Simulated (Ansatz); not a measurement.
Born–Oppenheimer molecular dynamics of F$_{2}$H$_{3}$NSi (7 atoms, charge 0, multiplicity 1). It starts from a relaxed structure.

Theory: RKS PBE0-D4/def2-SVP (Ansatz 0.2.0).

```
ensemble        : NVT, Nosé–Hoover chain
time step       : 1 fs
steps asked     : 150
set temperature : 400 K
thermostat      : time constant 20 fs, chain length 1
masses          : H 10 u
seed            : 743245
```

First frame:

```xyz
7
Properties=species:S:1:pos:R:3
Si 0.080 0.000 0.005
H 0.033 0.331 1.442
N 1.681 -0.075 -0.542
H 1.934 -0.432 -1.456
H 2.400 0.517 -0.145
F -0.843 1.074 -0.777
F -0.634 -1.414 -0.298
```

Problem. How far do the bonds stretch over the last three quarters of this one trajectory? (Pairs bonded in most of those frames.)

Solution. 
```
  bond  mean (Å)  spread (Å)  shortest  longest
Si1–H2     1.478       0.024      1.44     1.51
Si1–N3     1.702       0.022      1.67     1.74
Si1–F6     1.617       0.011      1.60     1.64
Si1–F7     1.615       0.011      1.60     1.64
 N3–H4     1.018       0.027      0.97     1.07
 N3–H5     1.019       0.014      1.00     1.06
```

Mean temperature of the second half: 333 K. The conserved energy stayed within 0.19 meV per atom of its start (net change 0.074 meV per atom), so the integration is sound. The mean temperature of the second half is 17 % below the set value. A run of 0.15 ps of so small a system gives no equilibrium averages.

The run took 4.4 min on 1 thread of Arm Neoverse V2, with other jobs on the host, peak memory 0.14 GiB.
